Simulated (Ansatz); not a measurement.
One change: `BO[SiH](C)Br` becomes `C[SiH](C)Br`.

Ansatz, PBE0-D4/def2-TZVP geometries, multiplicity 1. Each molecule was computed in one conformer, which needn't be the lowest.

Scalar relativity is left out up to krypton.

| property | `BO[SiH](C)Br` |
| --- | --- |
| size of the dipole moment (ωB97M-V/def2-TZVPP) / D | 1.77 |
| HOMO energy (ωB97M-V/def2-TZVPP) / eV | -10.62 |
| HOMO–LUMO gap (PBE/def2-TZVPP) / eV | 5.33 |
| HOMO energy (B3LYP/def2-TZVPP) / eV | -8.15 |
| HOMO–LUMO gap (PBE0/def2-TZVPP) / eV | 7.69 |
| size of the dipole moment (B3LYP/def2-TZVPP) / D | 1.75 |

Task: What does the change do to each property? (Estimate.)

Result: Ansatz gave: 
```csv
property,`C[SiH](C)Br`,shift
size of the dipole moment (ωB97M-V/def2-TZVPP) / D,2.27,0.50
HOMO energy (ωB97M-V/def2-TZVPP) / eV,-10.30,0.32
HOMO–LUMO gap (PBE/def2-TZVPP) / eV,6.48,1.15
HOMO energy (B3LYP/def2-TZVPP) / eV,-7.83,0.32
HOMO–LUMO gap (PBE0/def2-TZVPP) / eV,8.67,0.98
size of the dipole moment (B3LYP/def2-TZVPP) / D,2.24,0.49
```

With PBE0 the HOMO rises by 0.32 eV and the LUMO rises by 1.30 eV, so the gap widens by about 0.98 eV. PBE moves the HOMO by 0.25 eV and ωB97M-V by 0.32 eV. Dipoles are sizes alone; their direction can turn.

B3LYP here is the variant with VWN-RPA as its local correlation; programs differ in this.

Spin–orbit coupling is left out; it splits and shifts lone-pair levels of the heavy atoms by tenths of an eV.
